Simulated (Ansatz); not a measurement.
Compare A (`CC(Cl)[SiH2]N`) with its isomer B (`CCN[SiH2]Cl`).

Program: Ansatz. Geometries: PBE0-D4/def2-TZVP. ΔE: electronic, gas phase. CCSD(T)/CBS is the MP2 limit (def2-TZVPP, def2-QZVPP) plus CCSD(T) − MP2 in def2-TZVPP, frozen cores. DFT in def2-TZVPP. B3LYP here is the variant with VWN-RPA as its local correlation; programs differ in this. Each species was taken in one conformer, which may not be the lowest.

Task: Which isomer does CCSD(T)/CBS put lower? Give the gap. (Estimate.)

Result: Computed: B, by 24.7 kcal/mol.

Task: Give E(B) − E(A) in kcal/mol with B2PLYP, PBE0-D4, MP2/def2-TZVPP, HF/def2-TZVPP, B3LYP-D4, CCSD(T)/def2-TZVPP, CCSD/def2-TZVPP. (Best estimate.)

Result: Computed: B2PLYP -25.6, PBE0-D4 -25.1, MP2/def2-TZVPP -25.1, HF/def2-TZVPP -28.5, B3LYP-D4 -25.2, CCSD(T)/def2-TZVPP -24.9, CCSD/def2-TZVPP -25.6. None reverses the order clearly.

Largest T1 diagnostic: 0.010.

From PBE to PBE0 (25 % exact exchange), in def2-TZVPP and without D4, E(B) − E(A) moves by −0.9 kcal/mol. In def2-TZVPP, CCSD(T) changes the Hartree–Fock value by +3.5 kcal/mol (the triples alone add +0.7 kcal/mol) and MP2 by +3.3 kcal/mol.
